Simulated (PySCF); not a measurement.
A PySCF script (with the pyscf-properties extension) for the NMR shieldings of SMILES O1[C@@H](C(C)(C)C)COB1, C6H13BO2, on a PBE0-D3(BJ)/def2-SVP geometry:

```python
import basis_set_exchange as bse
import numpy as np
from pyscf import gto, dft
from pyscf.prop import nmr

atoms = """
C    -1.293096   -1.147001   -0.743032
C    -1.273011    0.293880   -0.231617
C    -1.714520    0.349152    1.231267
C    -2.215707    1.146129   -1.083294
C     0.140909    0.891656   -0.339314
C     1.257407    0.142702    0.426940
O     2.187169   -0.271103   -0.560502
B     1.752349    0.186108   -1.763906
O     0.588510    0.886369   -1.692754
H    -1.000770   -1.191015   -1.802646
H    -2.306105   -1.568848   -0.656745
H    -0.616320   -1.803569   -0.173365
H    -1.079700   -0.272240    1.882550
H    -1.689954    1.381031    1.617699
H    -2.746686   -0.019917    1.333351
H    -1.886097    1.160975   -2.132043
H    -3.240890    0.746517   -1.045824
H    -2.245362    2.186773   -0.722161
H     0.084891    1.943740   -0.009480
H     0.884610   -0.742338    0.965276
H     1.766021    0.790235    1.158095
H     2.339629   -0.009941   -2.792359
"""
names = dict.fromkeys(["C", "O", "B", "H"], "pcSseg-1")
basis = {el: gto.basis.parse(bse.get_basis(n, elements=[el], fmt="nwchem")) for el, n in names.items()}
mol = gto.M(atom=atoms, basis=basis, charge=0, verbose=0)
mf = dft.RKS(mol, xc="PBE0")
mf.grids.level = 2
mf.grids.alignment = dft.numint.BLKSIZE   # the property module wants whole blocks of grid points
mf.conv_tol = 1e-9
mf.kernel()

calc = nmr.RKS(mf)   # GIAO
C = mf.mo_coeff
Co = C[:, mf.mo_occ > 0]
resp = mf.gen_response(singlet=True, hermi=2)
def vind(x):   # induced exchange potential for any number of trial vectors
    d = np.einsum("pi,xij,qj->xpq", C, 2 * x.reshape(-1, C.shape[1], Co.shape[1]), Co, optimize=True)
    return np.einsum("xpq,pi,qj->xij", resp(d - d.transpose(0, 2, 1)), C, Co, optimize=True).ravel()
mo1, _ = nmr.rhf.solve_mo1(calc, with_cphf=vind)
sigma = calc.kernel(mo1)
for i, s in enumerate(sigma):   # ppm
    w = np.linalg.eigvalsh((s + s.T) / 2)
    print("%2d %-2s iso %8.1f  s11 %8.1f  s22 %8.1f  s33 %8.1f" % (i, mol.atom_pure_symbol(i), w.mean(), *w))
```

Question: Give the expected output.

Answer: 
```
 0 C  iso    164.6  s11    152.4  s22    153.8  s33    187.7
 1 C  iso    150.4  s11    146.4  s22    147.4  s33    157.5
 2 C  iso    158.3  s11    143.3  s22    145.8  s33    185.7
 3 C  iso    155.1  s11    134.5  s22    145.9  s33    184.8
 4 C  iso     98.8  s11     69.4  s22     92.7  s33    134.4
 5 C  iso    116.2  s11     83.9  s22    102.3  s33    162.4
 6 O  iso    191.9  s11     54.9  s22    248.0  s33    272.7
 7 B  iso     73.2  s11     66.0  s22     69.3  s33     84.4
 8 O  iso    176.3  s11     49.4  s22    230.9  s33    248.5
 9 H  iso     30.3  s11     25.9  s22     29.0  s33     36.0
10 H  iso     30.7  s11     26.7  s22     28.3  s33     37.1
11 H  iso     30.5  s11     25.9  s22     29.1  s33     36.5
12 H  iso     30.6  s11     25.8  s22     29.5  s33     36.7
13 H  iso     30.7  s11     27.0  s22     27.7  s33     37.4
14 H  iso     30.5  s11     26.7  s22     27.8  s33     36.9
15 H  iso     29.5  s11     24.7  s22     28.6  s33     35.2
16 H  iso     30.5  s11     26.6  s22     28.2  s33     36.8
17 H  iso     30.5  s11     27.0  s22     27.5  s33     37.1
18 H  iso     27.4  s11     24.7  s22     26.6  s33     30.8
19 H  iso     27.2  s11     22.9  s22     28.6  s33     30.2
20 H  iso     27.2  s11     22.4  s22     26.8  s33     32.3
21 H  iso     27.1  s11     24.4  s22     25.4  s33     31.7
```

These numbers come from an equivalent density-fitted implementation of the same equations, which agrees with the script to about 0.01 ppm for H and up to a few tenths of a ppm for heavy atoms, so last digits may differ.

Question: Turn these shieldings into chemical shifts. δ = σ(ref) − σ, references computed at the same level: ¹³C (σ = 184.41 ppm), ¹H (σ = 31.27 ppm) against TMS; ¹⁷O (σ = 334.56 ppm) against H2O; ¹¹B (σ = 100.73 ppm) against BF3·OEt2.

Answer: Averaging equivalent atoms: C 4: 85.6; C 5: 68.2; C 1: 34.0; C 0/2/3: 25.1; O 8: 158.3; O 6: 142.7; B 7: 27.5; H 21: 4.13; H 20: 4.07; H 19: 4.03; H 18: 3.90; H 9/10/11/12/13/14/15/16/17: 0.84 ppm. Experimental scales use liquid or dissolved standards, which lie at an offset from isolated H2O (liquid H2O: subtract about 36 ppm).

Size and cost of the density-fitted run: 218 basis functions, 98 s wall time on 1 thread of an Arm Neoverse N1, shared host; peak memory 0.93 GiB.
